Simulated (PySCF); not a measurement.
Species: N-formylpyrrolidine, C5H9NO.
Numbering: `[O:1]=[CH:2][N:3]1[CH2:4][CH2:5][CH2:6][CH2:7]1` (hydrogens: H8 on C2; H9, H10 on C4; H11, H12 on C5; H13, H14 on C6; H15, H16 on C7)

Geometry (GFN2-xTB, Å), atoms numbered from 1 in this order:
```
atom  x, y, z in Å
O1     2.7233    1.3894    0.1387
C2     2.1850    0.3353   -0.1093
N3     0.8697    0.1087   -0.0343
C4    -0.0742    1.1430    0.3571
C5    -1.4317    0.5634   -0.0277
C6    -1.2167   -0.9388    0.1562
C7     0.2077   -1.1393   -0.3593
H8     2.7462   -0.5642   -0.4297
H9    -0.0040    1.3159    1.4370
H10    0.1676    2.0775   -0.1525
H11   -2.2378    0.9522    0.5902
H12   -1.6542    0.7843   -1.0724
H13   -1.2712   -1.1959    1.2146
H14   -1.9408   -1.5415   -0.3876
H15    0.2098   -1.2964   -1.4456
H16    0.7135   -1.9848    0.1133
```

Level of theory: TDDFT B3LYP/def2-SVPD, vertical, gas phase, core orbitals frozen in the response in PySCF.

Ground-to-excited transition dipoles (e·a0, same axes as the geometry; the sign carries no meaning), for the states with f of 0.002 or more among the lowest 8:

```csv
state,E (hartree),μx,μy,μz
S2,0.2238,0.078,0.070,-0.266
S3,0.2345,-0.642,-0.177,-0.030
S4,0.2412,0.686,0.323,0.061
S6,0.2596,0.080,0.051,-0.108
S7,0.2638,-0.096,0.361,0.100
S8,0.2712,0.220,0.269,0.093
```

Problem. Work out the oscillator strengths.

Solution. f = (2/3) ΔE |μ|² with ΔE in hartree (27.2114 eV).

```tsv
state	|μ|² (au)	|μ| (D)	f
S2	0.082	0.73	0.012
S3	0.445	1.69	0.069
S4	0.579	1.93	0.093
S6	0.021	0.37	0.004
S7	0.149	0.98	0.026
S8	0.129	0.91	0.023
```

Problem. Which bond between heavy atoms lies closest to the direction of the S4 transition dipole?

Solution. C4–C5, at 10° from it; next C2–N3 at 17°.

Problem. What angle do the transition dipoles of S4 and S8 make?

Solution. |cos θ| = |μa·μb| / (|μa| |μb|) = 0.89, so θ ≈ 27° (taken between 0 and 90°, since the signs are arbitrary).

Problem. What peak molar absorption coefficient would the strongest computed level give as a lone Gaussian band 0.4 eV wide at half height?

Solution. ε(max) = 2.175×10⁸ f / FWHM, with the width in cm⁻¹. S4: 2.175×10⁸ × 0.0931 / 3226 ≈ 6300 L mol⁻¹ cm⁻¹.

One conformer stands for the species.
